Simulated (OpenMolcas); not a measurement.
# Kr⁴⁺: effect of the IPEA shift

```
Program             : OpenMolcas 26.06
Basis               : ANO-RCC-VTZP [6s5p3d1f]
Scalar Hamiltonian  : DKH2, point nucleus
Active space        : 2 electrons in 3 orbitals (4p)
State averaging     : 2S+1 = 3 even, 3 roots; 2S+1 = 1 even, 6 roots
Spin-orbit coupling : state interaction with AMFI integrals over the reference wave functions, term energies averaged over their components
```

Methods on the same reference wave functions:
A. CASSCF
B. SS-CASPT2, IPEA 0 Eh, imaginary shift 0.1 Eh (closed shells correlated: 3d 4s)
C. SS-CASPT2, IPEA 0.25 Eh, imaginary shift 0.1 Eh (closed shells correlated: 3d 4s)

Energies in cm-1 above 4s2 4p2 3P0, the measured ground level; measured values from Saloman, J. Phys. Chem. Ref. Data 36, 215 (2007).

```
      Level      A      B      C  Measured
4s2 4p2 3P0    0.0    0.0    0.0       0.0
4s2 4p2 3P1   3211   3350   3350      3743
4s2 4p2 3P2   7056   7050   7040      7595
4s2 4p2 1D2  21960  19850  19540     19723
4s2 4p2 1S0  45631  40080  39760     39204
```

Deviations, from unrounded energies. A percentage is the sum of absolute deviations over the sum of measured energies, with the sign that they share, or ± where signs differ.

| Against measurement | Levels | A | B | C |
| --- | --- | --- | --- | --- |
| mean absolute deviation (cm-1) | 4 | 2400 | 490 | 420 |
| fine structure of the ground term (%) | 2 | -9.5 | -8.3 | -8.3 |
| other terms of the ground configuration (%) | 2 | +14.7 | +1.7 | ±1.2 |

C lies closest to measurement on these levels and A furthest from it. The largest miss of C in the table is 4s2 4p2 3P2, by -560 cm-1. The ranking rests on the paired levels alone, and a cruder setting can come out closer through cancelling errors.

Between B and C the level of the table that moves most is 4s2 4p2 1S0, by 330 cm-1 (lowest in C, highest in B). Moves below CASPT2's spread within the term are not significant.

The mean deviations of B to C differ by less than CASPT2's widest spread within a term (100 cm-1), so their order carries little weight.

From A to B the spin-free energies of the other terms of 4s2 4p2 shown, above 3P, scale by a factor of 0.85.

The lowest spin-free term lies below A's lowest term by 0.124 hartree in B, 0.118 hartree in C.

CASPT2 does not keep the components of a term degenerate, so their means are used; among the terms shown or strongly mixed into the levels shown the widest spread is 100 cm-1 (4s2 4p2 1D, C). With the s shell closed, the reference lacks s² → p² mixing. Computed and measured levels are paired by configuration, term and J; levels that our copy of the source lacks, or whose pairing is in doubt (as where it misses far off the trend of its configuration), stay unpaired and out of the deviations. Only configurations of the active space appear.
